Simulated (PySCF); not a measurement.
Molecule: SMILES FC([C@@](CC)(C)O)(F)F, C$_{5}$H$_{9}$F$_{3}$O.

Geometry (Å), atoms numbered from 1 in this order:
```xyz
18

C    -2.039    0.058   -0.487
C    -0.757   -0.737   -0.271
C     0.467    0.175   -0.060
C     0.355    1.055    1.183
O     0.688    1.017   -1.163
C     1.705   -0.737    0.100
F     1.582   -1.607    1.114
F     1.913   -1.473   -1.011
F     2.834   -0.055    0.313
H    -1.888    0.817   -1.251
H    -2.836   -0.607   -0.807
H    -2.352    0.547    0.431
H    -0.569   -1.364   -1.148
H    -0.864   -1.394    0.593
H    -0.439    1.778    1.032
H     0.144    0.448    2.058
H     1.286    1.595    1.330
H     0.762    0.490   -1.969
```

Frames of a GFN2-xTB Langevin trajectory at 300 K; GIAO PBE0/pcSseg-1 shieldings in PySCF 2.14, gas phase, non-relativistic; equivalent atoms averaged within each frame.

δ = σ(ref) − σ, references computed at the same level: 13C (186.93 ppm) and 1H (31.72 ppm) vs TMS; 17O (336.08 ppm) vs H2O; 19F (170.95 ppm) against CFCl3. The references are static minima.

How do the shifts (ppm) fluctuate along the trajectory?

Results:


| time (fs) | C6 | C3 | C2 | C4 | C1 | O5 | F7/F8/F9 | H15/H16/H17 | H10/H11/H12 | H14 |
| --- | --- | --- | --- | --- | --- | --- | --- | --- | --- | --- |
| 250 | 145.6 | 73.5 | 31.3 | 24.1 | 11.6 | 54.2 | -78.1 | 1.87 | 1.57 | 1.54 |
| 425 | 136.4 | 74.9 | 36.3 | 26.9 | 11.4 | 46.8 | -102.4 | 1.74 | 1.56 | 2.14 |
| 625 | 138.3 | 78.5 | 37.1 | 17.6 | 3.9 | 70.2 | -102.7 | 1.82 | 0.54 | 2.30 |
| 800 | 140.2 | 74.8 | 38.0 | 17.0 | 7.0 | 74.8 | -97.4 | 1.71 | 0.81 | 2.62 |
| 1000 | 131.8 | 81.9 | 42.5 | 21.9 | 7.9 | 69.8 | -103.6 | 1.67 | 1.61 | 1.27 |
| mean of frames | 138.5 | 76.7 | 37.0 | 21.5 | 8.4 | 63.2 | -96.9 | 1.76 | 1.22 | 1.97 |
| standard deviation | 5.1 | 3.4 | 4.0 | 4.2 | 3.2 | 12.0 | 10.8 | 0.08 | 0.50 | 0.55 |

5 frames give an uncertainty of the mean of about the standard deviation over 2.2 at best, since frames this close in time may not be independent; classical motion lacks zero-point vibration, and the reference would need the same averaging.
